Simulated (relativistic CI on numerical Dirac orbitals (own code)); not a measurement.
Ru39+: sensitivity of the levels to the model

Base calculation: Dirac-Coulomb-Breit CI, KLI orbitals optimised for each configuration, model QED (radiative potential, 1s self-energy scaled to tabulated hydrogen-like ionisation energies), unscaled Slater integrals.

Configurations in the expansion (outside the closed core 1s2): 2s²2p, 2s2p², 2p³, 2p²3s, 2p²3p, 2p²3d, 2s²3s, 2s²3p, 2s²3d, 2s2p3s, 2s2p3p, 2s2p3d, 2s²4s, 2s²4p, 2s²4d, 2s²4f. Levels of other configurations are missing.

The lowest level and the first level of each name with at least 55 % of one term (blank where a level has no safe partner in the second run):

```tsv
Level	Base (eV)	Shift (eV)
2s²2p ²P°1/2	0.00	0.00
2s2p² ⁴P1/2	119.31	+0.72
2s²2p ²P°3/2	146.35	+0.36
2s2p² ⁴P3/2	230.78	+3.45
2s2p² ²D3/2	297.07	-3.15
2s2p² ²P1/2	301.42	-4.35
2s2p² ²S1/2	454.81	-4.71
2s2p² ²P3/2	456.20	-4.97
2p³ ²D°5/2	570.12	-0.76
2p³ ²P°1/2	601.12	-3.97
2s²3s ²S1/2	3281.62	+1.18
2s²3p ²P°1/2	3324.95	+1.31
2s²3p ²P°3/2	3364.50	+1.39
2s2p3s ⁴P°1/2	3366.09	+1.32
```

At this charge energies of transitions that change n are usually good to better than 1 %, and those within a shell (Δn = 0) to a few per cent.

Q: One thing was changed in a second run, which moved the levels as shown. Which?
A. only the first 3 configurations
B. QED terms removed
C. Breit term removed
D. configuration mixing switched off
E. non-relativistic limit
F. valence Slater integrals scaled by 0.9

A: F. Valence Slater integrals scaled by 0.9. Scaling acts on the splittings between terms and on the mixing, and leaves the fine structure of pure LS terms nearly alone; in jj coupling it moves the levels of one term differently.

LS names give the leading component of a level, which can be under half, so a name can repeat, a term be missing and a line seem to break the LS rules.
